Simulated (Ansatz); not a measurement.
A run for Ansatz (an electronic-structure program): U-B3LYP-D3(BJ)/def2-TZVP on HNiO (SMILES [OH][Ni]), 2S+1 = 2, a spin state set in the input, which need not be the lowest.

Ansatz 0.2 input:
```yaml
crystal:
  periodic: [false, false, false]
  atoms:
    - {symbol: Ni, position_ang: [-0.89275079, -0.67345018, -0.78626551]}
    - {symbol: O, position_ang: [0.39677633, -0.15158683, 0.26263414]}
    - {symbol: H, position_ang: [0.46290574, 0.87240861, 0.45341174]}
basis:
  gaussian:
    orbitals: def2-TZVP
hamiltonian:
  xc: b3lyp
  dispersion: d3bj
magnetization: {spin_polarized: true, initial_magnetization: 1}
relax: {f_tol: 0.005, max_steps: 120}
```

Output:

```
WARN ansatz: RAYON_NUM_THREADS=1 ignored (pool sized by the plan → 1); use --threads N
Functional definition: B3LYP
integrals: 0.02 GiB planned
707 factors; their error is unknown
mean field: 0.29 GiB planned
mean field evaluation 1: about -43097.5863 eV, gradient 6.6e1 eV
mean field evaluation 2: about -42809.3080 eV, gradient 3.4e2 eV
mean field evaluation 4: about -43106.5821 eV, gradient 2.4e1 eV
mean field evaluation 8: about -43108.1916 eV, gradient 3.1e-1 eV
mean field evaluation 16: about -43108.2860 eV, gradient 1.2e-1 eV
mean field evaluation 32: about -43108.4869 eV, gradient 1.4e-5 eV
mean field evaluation 64: about -43108.2493 eV, gradient 5.5e0 eV
mean field -43108.48694466 eV, -1584.2076752341 hartree, gradient 6.2e-6 eV, S^2 0.834323; 5 other end points of the search recorded, 0 dependent functions left out
the calculation of the forces begins
reference -43108.48713290 eV, -1584.2076821519 hartree; 19, 18 occupied and 63, 64 virtual orbitals, 707 factors
relax step   1: F+E_penalty+E_count = -43108.53854919 eV  Δ(F+E_penalty+E_count) = +0.000e0 eV  max|allowed force component| = 2.955e0 eV/Å  Δτ_max = 0.0000 Å  (360 SCF iters, accepted)
these checks for a lower state are left out or cut short: starts, cluster_reference, orbital_swaps, neighbouring_geometries, increment
integrals: 0.02 GiB planned
707 factors; their error is unknown
mean field: 0.29 GiB planned
mean field -43108.61473765 eV, -1584.2123715401 hartree, gradient 6.2e-6 eV, S^2 0.830549; 0 other end points of the search recorded, 0 dependent functions left out
the calculation of the forces begins
reference -43108.61492609 eV, -1584.2123784651 hartree; 19, 18 occupied and 63, 64 virtual orbitals, 707 factors
relax step   2: F+E_penalty+E_count = -43108.66627491 eV  Δ(F+E_penalty+E_count) = -1.277e-1 eV  max|allowed force component| = 1.027e0 eV/Å  Δτ_max = 0.0449 Å  (74 SCF iters, accepted)
these checks for a lower state are left out or cut short: starts, cluster_reference, orbital_swaps, neighbouring_geometries, increment
integrals: 0.02 GiB planned
707 factors; their error is unknown
mean field: 0.29 GiB planned
mean field -43108.63035293 eV, -1584.2129453910 hartree, gradient 8.4e-6 eV, S^2 0.828200; 0 other end points of the search recorded, 0 dependent functions left out
the calculation of the forces begins
reference -43108.63054160 eV, -1584.2129523247 hartree; 19, 18 occupied and 63, 64 virtual orbitals, 707 factors
relax step   3: F+E_penalty+E_count = -43108.68188656 eV  Δ(F+E_penalty+E_count) = -1.561e-2 eV  max|allowed force component| = 2.625e-1 eV/Å  Δτ_max = 0.0234 Å  (77 SCF iters, accepted)
these checks for a lower state are left out or cut short: starts, cluster_reference, orbital_swaps, neighbouring_geometries, increment
integrals: 0.02 GiB planned
707 factors; their error is unknown
mean field: 0.29 GiB planned
mean field evaluation 96: about -43108.6328 eV, gradient 1.4e-1 eV
mean field -43108.63286534 eV, -1584.2130377205 hartree, gradient 6.9e-6 eV, S^2 0.826137; 0 other end points of the search recorded, 0 dependent functions left out
the calculation of the forces begins
reference -43108.63305392 eV, -1584.2130446508 hartree; 19, 18 occupied and 63, 64 virtual orbitals, 707 factors
relax step   4: F+E_penalty+E_count = -43108.68444098 eV  Δ(F+E_penalty+E_count) = -2.554e-3 eV  max|allowed force component| = 6.291e-2 eV/Å  Δτ_max = 0.0149 Å  (81 SCF iters, accepted)
these checks for a lower state are left out or cut short: starts, cluster_reference, orbital_swaps, neighbouring_geometries, increment
integrals: 0.02 GiB planned
707 factors; their error is unknown
mean field: 0.29 GiB planned
mean field -43108.63292227 eV, -1584.2130398124 hartree, gradient 7.9e-6 eV, S^2 0.825892; 0 other end points of the search recorded, 0 dependent functions left out
the calculation of the forces begins
reference -43108.63311083 eV, -1584.2130467418 hartree; 19, 18 occupied and 63, 64 virtual orbitals, 707 factors
relax step   5: F+E_penalty+E_count = -43108.68449772 eV  Δ(F+E_penalty+E_count) = -5.674e-5 eV  max|allowed force component| = 1.147e-3 eV/Å  Δτ_max = 0.0021 Å  (79 SCF iters, accepted)
integrals: 0.02 GiB planned
707 factors; their error is unknown
mean field: 0.29 GiB planned
mean field evaluation 128: about -43106.9832 eV, gradient 2.1e1 eV
mean field evaluation 160: about -43108.4431 eV, gradient 5.3e-3 eV
mean field -43108.63292227 eV, -1584.2130398124 hartree, gradient 7.9e-6 eV, S^2 0.825892; 6 other end points of the search recorded, 0 dependent functions left out
the calculation of the forces begins
reference -43108.63311083 eV, -1584.2130467418 hartree; 19, 18 occupied and 63, 64 virtual orbitals, 707 factors
Total energy: -43108.68468628 eV, -1584.2149421046 hartree
Atom 0 at    -0.881935    -0.636425    -0.772983 Å, force    -0.000775    -0.001135    -0.000743 eV/Å
Atom 1 at     0.431077    -0.137316     0.290588 Å, force    -0.000372     0.000849    -0.000165 eV/Å
Atom 2 at     0.417789     0.821113     0.412176 Å, force     0.001147     0.000286     0.000908 eV/Å
Dipole moment:    -0.588978     0.029221    -0.442317 e Å
```

The run converged.

Cost: about 29 core-seconds (a rough figure).
